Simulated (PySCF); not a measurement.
**A small calculation by hand: chemical shift, span and skew from a shielding tensor**

C3H6ClFSi, SMILES C(/[SiH2]F)=C(/Cl)C. Atoms are numbered in the order given.

```xyz
12

C      1.4122     2.2915     0.0000
C      0.5118     1.0985     0.0000
Cl    -1.2087     1.5255     0.0000
C      0.8515    -0.1959     0.0000
Si    -0.3692    -1.6051     0.0000
F      0.5169    -2.9774     0.0000
H      1.2236     2.9184    -0.8866
H      1.2236     2.9184     0.8866
H      2.4654     1.9772     0.0000
H      1.9246    -0.4226     0.0000
H     -1.2127    -1.6113    -1.2232
H     -1.2127    -1.6113     1.2232
```
Charge 0, spin multiplicity 1.

Coordinates come from a B3LYP-D3(BJ)/def2-SVP optimisation. The structure was generated by enumeration; whether it is a known compound was not checked. The values are those of a single conformer.

GIAO shieldings from PBE0/pcSseg-1 (PySCF), non-relativistic, no solvent. The symmetric part of the tensor of Si5 has the principal values 326.9, 328.6, 433.1 ppm. The same nucleus in TMS has σ = 352.7 ppm at this level (PySCF, at its B3LYP-D3(BJ)/def2-TZVP geometry). Without spin–orbit terms, shifts of atoms bonded to Cl or Br come out too high.

**Question.** Work out the isotropic shielding, the ²⁹Si shift against TMS, the span and the skew.

**Answer.** 
σ(iso) = (σ11 + σ22 + σ33)/3 = 362.9 ppm. δ = σ(ref) − σ(iso) = 352.7 − (362.9) = -10.2 ppm.
Span Ω = σ33 − σ11 = 106.2 ppm. Skew κ = 3(σ(iso) − σ22)/Ω = 0.97. Tumbling in solution averages the tensor to δ; in a static solid the shielding alone would spread this spin-1/2 line over Ω.
